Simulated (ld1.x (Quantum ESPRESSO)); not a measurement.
**Pseudopotential generation for magnesium: TM, PBE, non-relativistic.**

- Element: Mg (Z = 12)
- Generator: ld1.x (Quantum ESPRESSO) 7.5
- Type: norm-conserving Troullier–Martins (Kleinman–Bylander form)
- Functional: PBE
- Relativity: non-relativistic
- Frozen core: [Ne]
- Valence charge: 2
- Reference configuration: 3s2 3p0
- Partial waves: 3s (bound): rc 2.90 bohr; 3p (bound, empty): rc 2.40 bohr
- Local potential: the p channel
- Core correction: a·sin(br)/r model core inside 1.55 bohr

All-electron outer shells of the reference configuration (PBE, non-relativistic, ld1.x):

```tsv
shell	level (eV)	outermost node (bohr)	outermost maximum (bohr)
2p	-46.66	–	0.48
3s	-4.70	0.90	2.56
3p	-1.34	0.96	3.46
```

Estimate the cutoffs (Ry, on a coarse ladder) from which the occupation-weighted sum of valence levels, in a spherical-Bessel basis at the reference potential, stays within 10 and 1 mRy of its value at 400 Ry.

6 Ry and 12 Ry.

What does a ghost test show?

No extra level below or beside the all-electron valence levels (s, p, d, f tested).

Tests: 3s1 3p0; 3s1.5 3p0; 3s1 3p1; 3s0 3p1; 3s0 3p2. Which has the largest error in its energy relative to the reference configuration, and how large is it?

3s0 3p2, with -20 meV (all-electron minus pseudo) on +7.15 eV.
